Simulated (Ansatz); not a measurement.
Input (CCSDT(Q)/aug-cc-pVTZ; Ansatz, a first-principles code):

Ansatz 0.2 input:
```yaml
crystal:
  periodic: [false, false, false]
  atoms:
    - {symbol: Ge, position_ang: [-0.00000000, 0.00000000, -0.00000000]}
    - {symbol: H, position_ang: [-0.88257558, -1.24273075, -0.02355332]}
    - {symbol: H, position_ang: [-0.63495431, 1.38589484, 0.00161732]}
    - {symbol: H, position_ang: [1.51752989, -0.14316410, 0.02193600]}
basis:
  gaussian:
    orbitals: aug-cc-pVTZ
total_charge: 1
magnetization: {spin_polarized: false}
correlation: {method: ccsdt_q, electrons: outside_noble_gas}
```

Output:

```
Functional definition: HF
integrals: 0.35 GiB planned
1464 factors; integrals over basis functions are off by at most 2.1e-7 eV
mean field: 0.52 GiB planned
mean field evaluation 1: about -56513.2001 eV, gradient 8.8e0 eV
mean field evaluation 2: about -56513.2184 eV, gradient 8.8e0 eV
mean field evaluation 4: about -56513.5754 eV, gradient 9.7e-1 eV
mean field evaluation 8: about -56513.5768 eV, gradient 2.1e-4 eV
mean field evaluation 16: about -56513.5768 eV, gradient 1.7e-6 eV
mean field -56513.57675594 eV, -2076.8356395028 hartree, gradient 1.7e-6 eV, S^2 0.000000; 0 other end points of the search recorded, 0 dependent functions left out
14 core orbitals not correlated
reference -56513.57675594 eV, -2076.8356395028 hartree; 3, 3 occupied and 111, 111 virtual orbitals, 1464 factors
second order -2.73519744 eV of doubles, -0.00000000 eV of singles
coupled cluster: 1.49 GiB planned
cycle   1  -3.17333211 eV  change   -4.4e-1 eV  update   5.2e-2
cycle   2  -3.42217926 eV  change   -2.5e-1 eV  update   2.1e-2
cycle   3  -3.42647224 eV  change   -4.3e-3 eV  update   5.2e-3
cycle   4  -3.42832245 eV  change   -1.9e-3 eV  update   2.2e-3
cycle   5  -3.42897008 eV  change   -6.5e-4 eV  update   5.2e-4
cycle   6  -3.42870897 eV  change    2.6e-4 eV  update   2.0e-4
cycle   7  -3.42868182 eV  change    2.7e-5 eV  update   6.0e-5
cycle   8  -3.42872721 eV  change   -4.5e-5 eV  update   1.8e-5
cycle   9  -3.42872694 eV  change    2.7e-7 eV  update   5.5e-6
cycle  10  -3.42872245 eV  change    4.5e-6 eV  update   1.4e-6
cycle  11  -3.42872273 eV  change   -2.8e-7 eV  update   4.2e-7
perturbative correction -0.00149533 eV, -0.0000549525 hartree
Total energy: -56517.00697400 eV, -2076.9616976914 hartree
```
